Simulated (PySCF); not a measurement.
**From computed data to an observable: chemical shift, span and skew from a shielding tensor**

BeFBr, SMILES [F][Be][Br]. Atoms are numbered in the order given.

```xyz
3

Be     0.0000     0.0000    -1.1717
F      0.0000     0.0000    -2.5427
Br     0.0000     0.0000     0.7877
```

The structure is a stationary point at PBE0-D3(BJ)/def2-TZVP.

GIAO shieldings from HF/pcSseg-2 in PySCF, non-relativistic, no solvent. The symmetric part of the tensor of F2 has the principal values 314.4, 314.4, 485.2 ppm. The same nucleus in CFCl3 has σ = 237.3 ppm at this level (PySCF, at its B3LYP-D3(BJ)/def2-TZVP geometry). Without spin–orbit terms, shifts of atoms bonded to Cl or Br come out too high.

Question: Work out the isotropic shielding, the ¹⁹F shift against CFCl3, the span and the skew.

Answer: 
σ(iso) = (σ11 + σ22 + σ33)/3 = 371.3 ppm. δ = σ(ref) − σ(iso) = 237.3 − (371.3) = -134.0 ppm.
Span Ω = σ33 − σ11 = 170.8 ppm. Skew κ = 3(σ(iso) − σ22)/Ω = 1.00, an axial tensor. Tumbling in solution averages the tensor to δ; in a static solid the shielding alone would spread this spin-1/2 line over Ω.
